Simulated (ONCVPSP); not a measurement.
**What one change does to a pseudopotential (zinc, ONCV)**

* Element: Zn
* Generator: ONCVPSP 4.0.1
* Type: optimised norm-conserving Vanderbilt (ONCV)
* Functional: PBEsol
* Relativity: scalar-relativistic
* Frozen core: [Ar]
* Valence charge: 12
* Reference configuration: 3d10 4s1 (charge +1)
* Partial waves: 4s: rc 1.70 bohr, ncon 4, nbas 7, qcut 3.9 1/bohr, 2 projectors, debl 0.8 Ha; p scattering state at 0.02 Ha: rc 1.50 bohr, ncon 3, nbas 6, qcut 4.7 1/bohr, 2 projectors, debl 2.4 Ha; 3d: rc 1.20 bohr, ncon 5, nbas 10, qcut 10.6 1/bohr, 2 projectors, debl 0.8 Ha
* Local potential: polynomial inside 1.15 bohr (lpopt 3, dvloc0 4 Ha)
* Core correction: Teter function, fcfact 5, rcfact 1.7

All-electron outer shells of the reference configuration (PBEsol, scalar-relativistic, ld1.x):

| shell | level (eV) | outermost node (bohr) | outermost maximum (bohr) |
| --- | --- | --- | --- |
| 3p | -92.94 | 0.25 | 0.59 |
| 3d | -19.79 | – | 0.57 |
| 4s | -13.99 | 0.84 | 1.99 |

Change: core correction Teter function, fcfact 5, rcfact 0.94.

Cutoffs: the cutoffs (Ha) at which the residual kinetic energy of the hardest occupied pseudo-wave falls to 1 and 0.1 mHa per electron; they do not see the model core or the augmentation charge, which bear on the density cutoff. Errors are all-electron minus pseudo energies relative to the spin-unpolarised reference configuration.

Question: What does the change do?

Answer: The potential gets neither clearly harder nor softer (119 Ha and 255 Ha → 119 Ha and 255 Ha); both files keep a bound ghost (p); of the 4 tests that both files solve, the error grows in 2 and shrinks in 2 by more than 15 % and 0.3 meV (median size 5.6 → 29.7 meV). A model core, the more so a compact one, raises the density cutoff, which this test does not measure.

```csv
quantity,base,changed
"cutoff, loose",119 Ha,119 Ha
"cutoff, tight",255 Ha,255 Ha
bound ghosts,p,p
GHOST(+) flags under 300 eV,s at 69.3 eV,s at 69.3 eV
"error for 3d10 4s2, meV [ΔE -9.90 eV]",-2.6,-1.2
"error for 3d10 4s0, meV [ΔE 18.35 eV]",+3.0,+8.0
"error for 3d9 4s0, meV [ΔE 58.86 eV]",-8.2,+51
"error for 3d9 4s2, meV [ΔE 8.03 eV]",-189,-149
s: phases at 1.72 bohr within 0.05 rad from the reference energy up to (Ha; the scan ends near 5),2.2,2.2
p: phases at 1.52 bohr within 0.05 rad from the reference energy up to (Ha; the scan ends near 5),to the end of the scan,to the end of the scan
d: phases at 1.22 bohr within 0.05 rad from the reference energy up to (Ha; the scan ends near 5),to the end of the scan,to the end of the scan
"rms error of d²Exc/dni dnj with the model core, mHa",1.30,6.95
```

 A true bound ghost makes a file unfit for plane-wave use even where its test errors are small: the radial tests pick states by their node count and pass the ghost by.
